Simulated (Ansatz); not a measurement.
Reaction (ligand exchange at a B–S bond): `BSB(O)Cl` + `C[Si](O)(O)O` → `BO[Si](C)(O)O` + `OB(S)Cl`

Isolated molecules relaxed with PBE0-D4/def2-TZVP in Ansatz; ΔE leaves out vibrations. CCSD(T)/CBS adds triple-zeta CCSD(T) − MP2 to the extrapolated MP2 energy (def2 sets, frozen cores). DFT in def2-TZVPP. B3LYP here is the variant with VWN-RPA as its local correlation; programs differ in this. One conformer a species, not always the lowest.

Q: Is it downhill or uphill in electronic energy at CCSD(T)/CBS, and by how much? (An estimate is asked.)

A: Ansatz gave: Downhill: ΔE = -60.0 kJ/mol.

Q: What do these levels give: B3LYP-D4, ωB97M-V, r2SCAN, PBE0, CCSD/def2-TZVPP, SCS-MP2/def2-QZVPP? (Best estimate.)

A: Ansatz gave: B3LYP-D4 -66.5, ωB97M-V -64.4, r2SCAN -58.9, PBE0 -56.6, CCSD/def2-TZVPP -65.5, SCS-MP2/def2-QZVPP -63.6 kJ/mol.

Largest T1 diagnostic among the species: 0.014.

In def2-TZVPP, CCSD(T) changes the Hartree–Fock value by +15.6 kJ/mol (the triples alone add +3.1 kJ/mol) and MP2 by +18.8 kJ/mol.
